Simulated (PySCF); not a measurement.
Sc(OH) (HOSc), SMILES [OH][Sc].

Coordinates come from a PBE-D3(BJ)/def2-TZVP optimisation. The spin state was assumed, not searched.

These are CAM-B3LYP/def2-TZVPD (PySCF) values and carry that method's errors.

Gas-phase values at a fixed geometry.

| Property | Value |
|---|---|
| total energy | -836.56240 hartree |
| point group | C∞v |
| highest occupied level | -5.56 eV |
| lowest empty level | -0.73 eV |
| orbital gap | 4.83 eV |
| dipole moment | 0.31 D |
| quadrupole, principal values (traceless, Buckingham form, about the centre of nuclear charge) | -3.57, -3.57, 7.15 D·Å |
| mean static polarisability | 115.6 bohr³ (17.13 Å³) |
| polarisability, principal values | 109.3, 118.7, 118.7 bohr³ |
